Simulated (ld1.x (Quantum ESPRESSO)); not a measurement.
## An all-electron radial function and its pseudo partner (carbon)

Columns: radius, all-electron u(r) and pseudo u(r) of the 2s shell (level -13.75 eV) of carbon in the configuration [He] 2s2 2p2; PBE, scalar-relativistic, PAW scheme, ld1.x (Quantum ESPRESSO) 7.5.

```
r (bohr)  all-electron   pseudo
   0.178        0.3332  -0.2248
   0.355        0.0439  -0.4282
   0.533       -0.3013  -0.5964
   0.710       -0.5619  -0.7182
   0.888       -0.7252  -0.7933
   1.065       -0.8035  -0.8258
   1.243       -0.8201  -0.8239
   1.420       -0.7956  -0.7957
   1.598       -0.7461  -0.7461
   1.775       -0.6836  -0.6836
   1.953       -0.6154  -0.6154
   2.130       -0.5474  -0.5474
   2.308       -0.4818  -0.4818
   2.485       -0.4211  -0.4211
   2.662       -0.3660  -0.3660
   2.840       -0.3163  -0.3163
   3.018       -0.2723  -0.2723
   3.195       -0.2339  -0.2339
   3.373       -0.2003  -0.2003
   3.550       -0.1712  -0.1712
   3.728       -0.1460  -0.1460
   3.905       -0.1244  -0.1244
   4.083       -0.1058  -0.1058
   4.260       -0.0899  -0.0899
   4.438       -0.0762  -0.0762
   4.615       -0.0646  -0.0646
```

**Question.** How many radial nodes do the two functions have?

**Answer.** The all-electron 2s function has n − l − 1 = 1; the pseudo-wave has 0, since the states of the same l below it are removed with the core.

**Question.** At about which radius was the pseudo-wave matched?

**Answer.** 1.45 bohr, where the columns begin to agree (steps of 0.18 bohr).

**Question.** Is the pseudo-wave norm-conserving?

**Answer.** No, it belongs to a PAW set: the norm inside the radius is not constrained, and the difference is carried by the augmentation charge.
